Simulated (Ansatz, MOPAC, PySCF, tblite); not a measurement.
Bond stretch in BrBe (cation, charge +1), lowest triplet found (which spin is the ground state isn't settled by this scan).

Levels of theory: UMP2 = MP2 on UHF/cc-pVDZ, cores with 3d frozen (Ansatz, a quantum-chemistry and plane-wave program); GFN2-xTB, 300 K electronic temperature (tblite); UCCSD = CCSD on UHF/cc-pVDZ, cores with 3d frozen in Ansatz; PM7, unrestricted, heats of formation (MOPAC); UHF/STO-3G = PySCF with unrestricted Hartree-Fock/STO-3G.

Energies are in kJ/mol, each relative to the lowest point of its own curve between 1.87 and 2.70 Å, where full CI is lowest.

| R / Å | UMP2 | GFN2-xTB | UCCSD | PM7 | UHF/STO-3G |
|---|---|---|---|---|---|
| 1.54 | 450.3 | 464.2 | 450.3 | 368.9 | 493.6 |
| 1.67 | 236.4 | 185.3 | 236.5 | 183.3 | 251.3 |
| 1.78 | 128.6 | 75.4 | 128.6 | 89.5 | 129.7 |
| 1.87 | 73.0 | 30.8 | 72.9 | 42.9 | 68.0 |
| 1.98 | 31.7 | 6.5 | 31.6 | 12.0 | 24.3 |
| 2.03 | 19.9 | 2.0 | 19.8 | 4.9 | 12.8 |
| 2.10 | 8.9 | 0.0 | 8.8 | 0.0 | ___ |
| 2.19 | 1.7 | 2.3 | 1.6 | 0.1 | 0.0 |
| 2.26 | 0.0 | 6.6 | 0.0 | 3.5 | 2.5 |
| 2.34 | 1.1 | 13.0 | 1.2 | 9.4 | 9.4 |
| 2.42 | 4.5 | 20.4 | 4.8 | 16.4 | 19.6 |
| 2.59 | 16.1 | 38.1 | 16.8 | ___ | 47.8 |
| 2.70 | 25.1 | 50.0 | 26.3 | ___ | 68.7 |
| 2.91 | 42.9 | 72.5 | 44.9 | ___ | 109.6 |
| 3.15 | 61.3 | 97.3 | 64.5 | 66.8 | ___ |
| 3.43 | 78.3 | 124.0 | 82.7 | 75.0 | 192.6 |
| 3.80 | 93.4 | — | 99.2 | ___ | 226.2 |
| 4.22 | 103.6 | — | 110.4 | 84.1 | 243.7 |
| 4.77 | 110.8 | — | 118.2 | 85.9 | 250.9 |
| 5.44 | 115.2 | — | 122.7 | 86.9 | 252.9 |
| 6.30 | 117.5 | — | 125.0 | 87.5 | 253.7 |
| 7.36 | 118.6 | — | 126.1 | 87.6 | 254.1 |

Task: Complete the blanks.

Result: 
- 2.10, UHF/STO-3G: 3.4
- 2.59, PM7: 31.9
- 2.70, PM7: 41.1
- 2.91, PM7: 55.5
- 3.15, UHF/STO-3G: 152.7
- 3.80, PM7: 80.9

Dashes: no converged value, or the column stops at the first point that the program doubted or that broke a chosen test of continuity, which isn't proof of a fault.
